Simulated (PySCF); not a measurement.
Heteronuclear NMR

Geometry:
```tsv
atom	x (Å)	y (Å)	z (Å)
C1	-1.292	-1.498	0.858
N2	-1.095	-0.199	0.251
C3	-2.285	0.624	0.322
Si4	0.143	0.021	-0.904
O5	1.489	-0.679	-0.387
Si6	2.905	-0.965	0.382
C7	0.484	1.929	-0.980
F8	0.522	2.541	0.221
F9	1.670	2.195	-1.564
F10	-0.432	2.613	-1.705
H11	-0.364	-2.059	0.818
H12	-2.071	-2.065	0.338
H13	-1.591	-1.373	1.901
H14	-3.122	0.155	-0.206
H15	-2.100	1.598	-0.119
H16	-2.568	0.761	1.368
H17	-0.025	-0.416	-2.289
H18	3.059	-2.413	0.243
H19	3.924	-0.201	-0.327
H20	2.746	-0.558	1.776
```

All values are calculated (PySCF 2.14.0 with density-fitted response routines): PBE0/pcSseg-1 with gauge-including orbitals, geometry from GFN2-xTB. Non-relativistic Hamiltonian, no solvent, fast rotation and ring inversion assumed for equivalent nuclei, a single conformation.

(1) Predict the 19F NMR data.

(2) What are the 29Si shifts?

(3) What are the 15N shifts?

(4) Where does 17O resonate?

Results:

(1) 
```csv
atoms,environment,σ (ppm),δ (ppm)
F8/F9/F10,fluorine of a CF3 group,253.7,-68.2
```

Shieldings were converted by a linear fit to measured shifts: 19F: δ = 146.13 − 0.903σ +14.6 on sp3 carbon (rms 6.0 ppm, 223 shifts, 7.0 ppm with the 5 outliers that the fit left out vs CFCl3, solution or neat liquid). A few per cent of atoms miss by over 2 rms, more outside the fitted compound classes.

On a 300 MHz spectrometer 19F resonates near 282.3 MHz, so 1 ppm is 282.3 Hz.

(2) 
```json
{"atoms": "Si6", "environment": "silicon bonded to O, 3 H", "σ (ppm)": "388.6", "δ (ppm)": "-39.4"}
{"atoms": "Si4", "environment": "silicon bonded to C, N, O, H", "σ (ppm)": "398.3", "δ (ppm)": "-47.4"}
```

Shieldings were converted by a linear fit to measured shifts: 29Si (scatter 8.9 ppm rms, 25.8 ppm with the 6 outliers that the fit left out vs TMS, solution or neat liquid). A few per cent of atoms miss by over 2 rms, more outside the fitted compound classes.

On a 500 MHz spectrometer 29Si resonates near 99.3 MHz, so 1 ppm is 99.3 Hz.

(3) 
```tsv
atoms	environment	σ (ppm)	δ (ppm)
N2	nitrogen bonded to 2 C, Si	239.0	-368.2
```

Shieldings were converted by a linear fit to measured shifts: 15N: δ = -148.07 − 0.921σ (rms 6.3 ppm, 71 shifts vs CH3NO2, solution or neat liquid). Occasional misses reach two or three times the rms, and more in compound classes unlike the fitted ones.

On a 300 MHz spectrometer 15N resonates near 30.4 MHz, so 1 ppm is 30.4 Hz.

(4) 
| atoms | environment | σ (ppm) | δ (ppm) |
| --- | --- | --- | --- |
| O5 | oxygen bonded to 2 Si | 313.3 | -18.7 |

Shieldings were converted by a linear fit to measured shifts: 17O: δ = 266.70 − 0.911σ (rms 10.7 ppm, 155 shifts, 12.2 ppm with the 3 outliers that the fit left out vs liquid water, solution or neat liquid). Occasional misses reach two or three times the rms, and more in compound classes unlike the fitted ones.

On a 500 MHz spectrometer 17O resonates near 67.8 MHz, so 1 ppm is 67.8 Hz.
